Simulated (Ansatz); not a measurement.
## Relative stability

Two relaxed structures of BSiH3Te, closed shell (PBE0-D4/def2-TZVP; forces vanish, vibrations not checked).

A:

B1  (-0.578, -0.968, -0.305)
Si2  (0.608, 0.454, 0.286)
Te3  (-1.686, 0.800, -0.665)
H4  (-0.823, -2.113, -0.480)
H5  (1.717, 0.983, -0.544)
H6  (0.762, 0.843, 1.708)
(Å)

B:

```
atom    x (Å)    y (Å)    z (Å)
  B1  -0.8179  -0.7730  -0.3948
 Si2  -1.9981   0.5782  -0.8112
 Te3   0.4071   1.0788   0.2396
  H4  -0.2272  -1.7883  -0.2073
  H5   1.8623   0.5832  -0.4470
  H6   0.9505   0.4496   1.7036
```

Program: Ansatz 0.2.0. Basis: def2-TZVPP. Cores are frozen in the correlated methods. Filled d shells of the heavier atoms are correlated. Core potentials replace the inner electrons of the atoms past krypton. The def2 sets are not built for correlating such inner shells, so the correlated values are less sure here. B3LYP uses VWN-RPA correlation.

Q: Which structure is lower at CCSD(T), and by how much? (An estimate is asked for; the value comes from the calculation.)

A: The calculation gives: A, by 305.4 kJ/mol (electronic energy, against the other). By their contacts, A is BSiH₃Te ([BH]1[SiH2][Te]1) and B is BSiH₃Te ([BH]1[Si][TeH2]1).

All methods give the same order:

| method | E(B) − E(A) (kJ/mol) |
| --- | --- |
| PBE-D4 | 285.6 |
| r2SCAN-D4 | 310.8 |
| PBE0-D4 | 304.6 |
| B3LYP-D4 | 303.1 |
| wB97M-V | 304.6 |
| HF | 353.8 |
| MP2 | 323.4 |
| CCSD | 313.2 |
| CCSD(T) | 305.4 |

No T1 diagnostic of these runs exceeds 0.019.

Labels in which every atom is bracketed show which atoms are joined, not bond orders.

For scale, one of the runs: CCSD(T)/def2-TZVPP, 165 basis functions, launched by `ansatz run in.yaml --threads 2 --pin off --events-out ev --progress --plain --max-ram 4352MiB`. The run took 33 s on 2 CPU threads of an Arm Neoverse V2 (shared host), with 1.4 GiB of host memory at its peak.
